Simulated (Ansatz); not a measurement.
Coupled-cluster diagnostics for the cluster CuSi₄⁺, Ansatz.

Geometry of the singlet (PBE-D4/def2-SVP):

Cartesian coordinates in Å:
```
Cu 1.065 -1.655 -0.087
Si -1.536 1.944 1.968
Si 1.911 -2.484 -2.007
Si -0.204 0.208 0.394
Si -1.236 1.987 -0.268
```

Correlated methods freeze 29 core orbitals. Another isomer (singlet) lies 3.47 eV lower at PBE0-D4/def2-TZVP; other spin states weren't run for this one.

Task: Estimate the CCSD(T) correlation energy, the shares of MP2 and (T), T1 and the reference's ⟨S²⟩ for: charge 1, singlet, own geometry in def2-TZVPP; and the rough time on 4 threads of Arm Neoverse V2 on a shared host.

Result: 
```json
{"state": "charge 1, singlet, own geometry", "basis": "def2-TZVPP", "correlation (eV)": "-25.502", "MP2 share (%)": "98.1", "(T) share (%)": "6.5", "T1": "0.033", "⟨S²⟩ (pure)": "0.00 (0.00)", "wall time": "83 s", "remarks": "restricted SCF unstable"}
```
Customary marks for T1 are 0.02 (closed shells), 0.045 (open shells) and about 0.05 (3d metals). T1 exceeds 0.02 in 1 of 1 rows and 0.045 in 0; the higher it lies, the less the single-reference result can be trusted.
